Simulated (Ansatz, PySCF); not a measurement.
Molecule: chloro tellurohypochlorite, TeCl2 (charge 0, singlet). 
Coordinates optimised at B3LYP-D3(BJ)/def2-TZVP (Ansatz, a quantum-chemistry and plane-wave program):
SMILES: Cl[Te]Cl
```xyz
3

Te     0.0013    -0.0066     0.6001
Cl     1.1468     1.3851    -0.9052
Cl    -1.1508    -1.3649    -0.9305
```

Quantity: atomisation energy (electronic, to ground-state atoms), in eV. Valence correlation only, unless marked. Open shells are spin-unrestricted. No spin-orbit coupling. The frozen core is the preceding noble-gas configuration, with the filled d and f shells of earlier blocks. Past Kr the def2 sets carry scalar-relativistic core potentials. The coupled-cluster limit lacks core correlation, which all-electron functionals hold. CBS(X,Y): correlation extrapolated as X^-3; Hartree-Fock from the larger set.

| level | program | atomisation energy (eV) | minus last row |
|---|---|---|---|
| r2SCAN0/def2-TZVPD | Ansatz | 5.32 | -0.32 |
| M06-2X/def2-TZVPD | PySCF | 5.10 | -0.54 |
| RI-MP2/CBS(def2-TZVPP,def2-QZVPP) | Ansatz | 5.97 | 0.33 |
| RI-MP2/CBS(def2-TZVPPD,def2-QZVPPD) | Ansatz | 5.96 | 0.32 |
| CCSD/def2-TZVPP | Ansatz | 4.79 | -0.85 |
| CCSD/def2-QZVPP | Ansatz | 5.11 | -0.53 |
| CCSD(T)/CBS(def2-TZVPP,def2-QZVPP) | Ansatz | 5.64 | 0.00 |
